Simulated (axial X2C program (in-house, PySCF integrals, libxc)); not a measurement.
## Levels of GeH by electron attachment to GeH⁺ (EOM-EA-CCSD)

Calculated with an in-house all-electron X2C program for linear molecules (integrals from PySCF): two-component X2C with atomic mean-field Coulomb and Gaunt terms, Gaussian nuclei, basis Ge dyall-acv3z, H dyall-av3z with contracted cores.

R = 1.470 Å (0.920 times 1.598 Å, the PBE0 minimum at charge 0 for the lowest determinant).

Levels of GeH obtained by attaching an electron to GeH⁺:

| Ω | binding energy (eV) | above lowest (cm⁻¹) | attached spinor | one-particle weight |
| --- | --- | --- | --- | --- |
| 1/2 | 7.646 | 0 | 79% Ge pπ, 15% H pπ | 0.96 |
| 3/2 | 7.542 | 841 | 79% Ge pπ, 15% H pπ | 0.96 |
| 1/2 | 3.264 | 35346 | 46% H sσ, 43% Ge sσ, 8% H pσ | 0.99 |
| 1/2 | 2.446 | 41945 | 46% Ge dσ, 41% Ge pσ, 7% H sσ | 0.94 |
| 1/2 | 2.049 | 45142 | 94% Ge pπ | 0.99 |
| 3/2 | 2.033 | 45274 | 98% Ge pπ | 0.99 |

Q: Take the first Ω = 1/2 and Ω = 3/2 rows of π character: how far apart are they, and which lies lower?

A: E(3/2) − E(1/2) = 841 − 0 = 841 cm⁻¹ at EOM-EA-CCSD: regular, Ω = 1/2 lower. Splittings at this level can be off by ten to twenty per cent.

This point took 21 s on 1 thread of Intel(R) Xeon(R) Processor @ 2.30GHz (shared host).

Reference electrons by ω block (each with its −ω partner): 1/2: 11, 3/2: 4, 5/2: 1. 14 electrons of GeH⁺ correlated (inner shells frozen), 92 natural virtual spinors (a truncated set); levels can be off by some tenths of an eV. Roots sought by Ω: (1/2: 5, 3/2: 4, 5/2: 2, 7/2: 1); the list ends where they run out and leaves out roots under 60 % one-particle weight. The solver can skip a root, and states that need a further excitation, which the method places far too high, are missing though they may lie low or lowest. T1 of the reference 0.011 (Lee–Taylor). The reference was not checked to be the lowest state of its species. Number of frozen shells: Ge 3 s, 2 p; H none.
